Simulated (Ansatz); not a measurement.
Relaxation of CH$_{4}$BrFOSi (9 atoms, charge 0, multiplicity 1), to a largest force component of 0.015 eV/Å in at most 40 steps.

All numbers below come from Ansatz 0.2.0, RKS PBE-D4/def2-SVP.

```xyz
9
Properties=species:S:1:pos:R:3
O 0.457 1.653 -0.367
C 0.487 0.267 -0.357
Br 0.066 -0.332 -2.197
Si -0.510 -0.661 0.838
F -0.194 -0.203 2.349
H 0.575 1.965 -1.306
H 1.569 0.011 -0.195
H -0.175 -2.148 0.774
H -2.013 -0.584 0.600
```

Q: Where does it end, and by what steps?

A: It converged. After 8 steps the energy has fallen by 0.530 eV; H6 moved furthest, 0.43 Å.

| step | energy less start (eV) | largest force component (eV/Å) | accepted |
| --- | --- | --- | --- |
| 0 | 0.0000 | 2.467 | yes |
| 1 | -0.3482 | 1.067 | yes |
| 2 | -0.4194 | 1.669 | yes |
| 3 | -0.4999 | 0.740 | yes |
| 4 | -0.5087 | 0.560 | yes |
| 5 | -0.5267 | 0.160 | yes |
| 6 | -0.5294 | 0.040 | yes |
| 7 | -0.5287 | 0.126 | no |
| 8 | -0.5297 | 0.007 | yes |

```xyz
9
Properties=species:S:1:pos:R:3
O 0.199 1.626 -0.402
C 0.518 0.297 -0.404
Br -0.045 -0.665 -2.152
Si -0.529 -0.705 0.832
F -0.218 -0.171 2.355
H 0.815 2.112 -0.984
H 1.607 0.077 -0.390
H -0.112 -2.138 0.752
H -1.973 -0.466 0.532
```

Whether the end is a true minimum wasn't checked by a vibrational analysis.

Run time: 17 s on 2 threads of Intel(R) Xeon(R) Platinum 8488C (Sapphire Rapids) (shared host), peak memory 0.21 GiB.
